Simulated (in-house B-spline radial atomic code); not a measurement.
Configurations of Mo II (Mo+), with energies counted from [Kr] (4d3/2)4 (4d5/2)1. Level of theory: Dirac-Hartree-Fock, average of each configuration as written, Fermi nucleus of rms radius 4.4091 fm; calculated with a radial B-spline atomic code at the basis-set limit. Energies include first-order Breit, QED and recoil terms.

Occupations are held fixed; configurations that lie above the ionisation limit could autoionise.

```csv
configuration,E - E(ref) (eV),highest orbital,its <r> (bohr)
[Kr] (4d5/2)5,0.66833,4d5/2,1.869
[Kr] (4d3/2)4 (5f5/2)1,11.106,5f5/2,15.33
[Kr] (4d3/2)2 (4d5/2)2 (7f5/2)1,13.292,7f5/2,33.29
[Ar] 3d10 4s2 (4p1/2)2 (4p3/2)3 (4d3/2)3 (4d5/2)2 5s1,38.274,5s1/2,3.258
[Ar] 3d10 4s2 (4p1/2)2 (4p3/2)3 (4d3/2)4 (4d5/2)1 (5d3/2)1,45.038,5d3/2,6.526
```

Question: Order these further configurations by energy, lowest first.
A. [Kr] (4d3/2)2 (4d5/2)3
B. [Kr] (4d3/2)4 (6p3/2)1
C. [Ar] 3d10 4s2 (4p1/2)1 (4p3/2)4 (4d5/2)5 (8f7/2)1
D. [Ar] 3d10 4s2 (4p1/2)1 (4p3/2)4 (4d3/2)4 (4d5/2)1 (7g9/2)1
E. [Kr] (4d3/2)4 (8d3/2)1

Answer: A (0.8031 eV), B (8.8952 eV), E (11.942 eV), C (51.509 eV), D (55.349 eV).

Question: How far above the reference does [Kr] (4d3/2)1 (4d5/2)3 (5p1/2)1 lie?

Answer: 5.3862 eV; its least bound orbital is 5p1/2 with <r> = 4.145 bohr.
